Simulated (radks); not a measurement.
Q: The table gives one normalised radial function P(r) = r R(r) (large component) of Pb43+ in [Kr] 4d3 (r in bohr). All-electron calculation, Dirac Kohn-Sham, exchange-only PBE, spin-unpolarised, spherical densities, finite nucleus; open shells fill j = l - 1/2 first; Fermi nuclear charge, rms radius 5.5012 fm. Program: a radial shooting solver on a logarithmic mesh with Libxc functionals.

r            P
0.0006118   0.0019
0.0007777   0.0029
0.0009887   0.0046
0.001257    0.0071
0.001598    0.0111
0.002031    0.0173
0.002582    0.0267
0.003283    0.0409
0.004173    0.0623
0.005305    0.0940
0.006744    0.1397
0.008573    0.2043
0.0109      0.2921
0.01385     0.4056
0.01761     0.5422
0.02239     0.6882
0.02846     0.8126
0.03618     0.8623
0.046       0.7655
0.05848     0.4567
0.07434    -0.0724
0.0945     -0.7042
0.1201     -1.1633
0.1527     -1.1019
0.1942     -0.3458
0.2468      0.8388
0.3138      1.7790
0.3989      1.8970
0.5071      1.2757
0.6446      0.5412
0.8195      0.1349
1.042       0.0175

Which n and l does it have? It may be an empty orbital.

A: n = 4, l = 1: the number of nodes gives n - l - 1 = 2, the rise at small r points to l (this Dirac orbital starts outside the nucleus as r^gamma with gamma = sqrt((l + 1)^2 - (Z/c)^2) = 1.91; the j = 3/2 orbital of l + 1 starts with the same power, but with a smaller coefficient, and then steepens), and the extent must fit the shell. The curve is that of 4p3/2; the two j differ most near the nucleus, where j = l - 1/2 has the larger amplitude, and in heavy atoms j = l - 1/2 is also the more compact. 4p3/2: eigenvalue -2323.0 eV, 2 radial nodes at r = 0.0722, 0.209 bohr, <r> = 0.370 bohr, 90 % of the charge inside 0.528 bohr.
